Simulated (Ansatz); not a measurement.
Calculated with Ansatz (gas phase, PBE0-D4/def2-TZVP geometries, no zero-point term in ΔE). CCSD(T)/CBS is the MP2 limit (def2-TZVPP, def2-QZVPP) plus CCSD(T) − MP2 in def2-TZVPP, frozen cores. This one scheme is used for every species. Double bonds are as drawn, so ΔE can hold a change between cis and trans. For Br outer-core shells are correlated without core-valence functions, which leaves a few kJ/mol of doubt a bond. Scalar relativity is left out up to krypton. One conformer a species, not always the lowest.

`B/C=C(\C)O` + `NBCBr` → `CNBCBr` + `B/C=C/O`  (substitution at a C–C bond)

| species | SCS-MP2/def2-QZVPP energy (Eh) |
| --- | --- |
| `B/C=C(\C)O` | -218.19518 |
| `NBCBr` | -2693.54813 |
| `CNBCBr` | -2732.76934 |
| `B/C=C/O` | -178.95480 |

Task: Work out ΔE.

Result: ΔE = (-2732.76934) + (-178.95480) − (-218.19518) − (-2693.54813) = 0.01917 Eh = +50.3 kJ/mol. CCSD(T)/CBS gives +53.0 kJ/mol.

Largest T1 diagnostic among the species: 0.013.

In def2-TZVPP, CCSD(T) changes the Hartree–Fock value by +6.2 kJ/mol (the triples alone add +0.8 kJ/mol) and MP2 by +9.9 kJ/mol.
